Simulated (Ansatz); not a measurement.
`F[Si](Cl)(Cl)[O][GeH3]` + H₂ → GeH₄ + `O[Si](F)(Cl)Cl`  (hydrogenolysis of a Ge–O bond)

Program: Ansatz. Geometries: PBE0-D4/def2-TZVP. ΔE: electronic, gas phase. CCSD(T)/CBS is the MP2 limit (def2-TZVPP, def2-QZVPP) plus CCSD(T) − MP2 in def2-TZVPP, frozen cores. This one scheme is used for every species. DFT in def2-TZVPP. B3LYP here is the variant with VWN-RPA as its local correlation; programs differ in this. HSE06 is defined as in plane-wave codes. For Ge outer-core shells are correlated without core-valence functions, which leaves a few kJ/mol of doubt a bond. Scalar relativity is left out up to krypton. One conformer a species, not always the lowest.

```
             level  ΔE (kJ/mol)  difference from CCSD(T)/CBS
       LDA (SPW92)          6.3                        -19.5
            PBE-D4         17.3                         -8.5
         revPBE-D4         22.1                         -3.7
         r2SCAN-D4         22.8                         -3.0
            B97M-V         17.9                         -7.9
           PBE0-D4         16.9                         -8.9
          B3LYP-D4         26.6                          0.8
        r2SCANh-D4         22.0                         -3.8
        r2SCAN0-D4         20.9                         -4.9
          HSE06-D4         16.9                         -8.9
          BHLYP-D4         29.1                          3.3
      CAM-B3LYP-D4         23.5                         -2.3
           ωB97X-V         23.9                         -1.9
            B2PLYP         22.0                         -3.8
          PBE-QIDH         20.2                         -5.6
               PBE          9.3                        -16.5
            revPBE          8.3                        -17.5
            r2SCAN         20.5                         -5.3
              PBE0          9.6                        -16.2
             B3LYP         13.8                        -12.0
           r2SCANh         19.4                         -6.4
             HSE06          9.7                        -16.1
             BHLYP         16.5                         -9.3
         CAM-B3LYP         15.5                        -10.3
           LC-ωPBE         12.6                        -13.2
       HF/def2-SVP         14.1                        -11.7
      MP2/def2-SVP         25.9                          0.1
     CCSD/def2-SVP         17.7                         -8.1
  CCSD(T)/def2-SVP         19.7                         -6.1
     HF/def2-TZVPP         19.9                         -5.9
    MP2/def2-TZVPP         32.2                          6.4
SCS-MP2/def2-TZVPP         31.8                          6.0
   CCSD/def2-TZVPP         22.8                         -3.0
CCSD(T)/def2-TZVPP         25.7                         -0.1
     HF/def2-QZVPP         21.3                         -4.5
    MP2/def2-QZVPP         32.7                          6.9
SCS-MP2/def2-QZVPP         32.3                          6.5
      HF/CBS(def2)         21.5                         -4.3
     MP2/CBS(def2)         32.3                          6.5
    CCSD/CBS(def2)         22.9                         -2.9
       CCSD(T)/CBS         25.8                            0
```

Largest T1 diagnostic among the species: 0.012.

Leaving LDA and LC-ωPBE aside and taking each functional with its dispersion term where it has one, the values spread over 12.3 kJ/mol, from HSE06-D4 to BHLYP-D4. In def2-TZVPP, CCSD(T) changes the Hartree–Fock value by +5.8 kJ/mol (the triples alone add +2.9 kJ/mol) and MP2 by +12.3 kJ/mol.
